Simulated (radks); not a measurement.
The numbers below are computed, except where a source is named.
The gadolinium anion Gd- inside a hard spherical wall (all orbitals vanish at R), configuration held at [Xe] 4f7 5d2 6s2 and not refilled when levels cross. Code: a radial shooting solver on a logarithmic mesh with Libxc functionals. Model: scalar-relativistic Kohn-Sham, r2SCAN, spin-polarised, spherical densities, finite nucleus; open shells are filled with parallel spins first (spin-orbit coupling, left out, can overturn this in heavy ions); meta-GGA in the generalised Kohn-Sham scheme; Fermi nuclear charge, rms radius 5.1569 fm. Eigenvalues in eV for spin up, with the zero of energy where the potential of the charges vanishes at infinity; a dash marks a level that is unbound or too diffuse for the functional's potential to be trusted. A positive occupied level is held by the wall or, in an anion where self-interaction has pushed it up, behind a barrier. The pressure on the wall is -dE/dV.

R (bohr),E (hartree),kinetic (hartree),e(5p),e(4f),e(6s),e(5d),"e(6p, empty)","e(7s, empty)",pressure (GPa)
20,-11271.9096,12102.616,-23.782,-5.347,-0.356,1.732,1.763,1.967,0.00100
15,-11271.9078,12102.621,-23.511,-5.071,-0.170,1.961,2.077,2.949,0.00804
8,-11271.8469,12102.864,-21.105,-2.626,1.591,4.015,4.710,11.191,1.44
7,-11271.7887,12103.067,-19.853,-1.327,2.692,5.119,6.358,15.928,3.90
6,-11271.6634,12103.471,-17.984,0.655,4.730,6.885,9.371,24.162,11.8
5,-11271.3656,12104.406,-15.145,3.791,8.958,9.914,15.453,39.794,43.0
4,-11270.5127,12107.222,-10.173,9.639,19.475,16.057,29.745,73.673,215
3,-11267.0997,12119.037,2.467,24.635,53.918,33.076,72.161,164.11,1800
2.5,-11261.3204,12138.292,18.876,42.130,101.92,55.162,127.14,272.57,6790
1.5,-11184.9741,12363.259,187.48,159.82,534.63,260.64,587.72,1096.5,237000
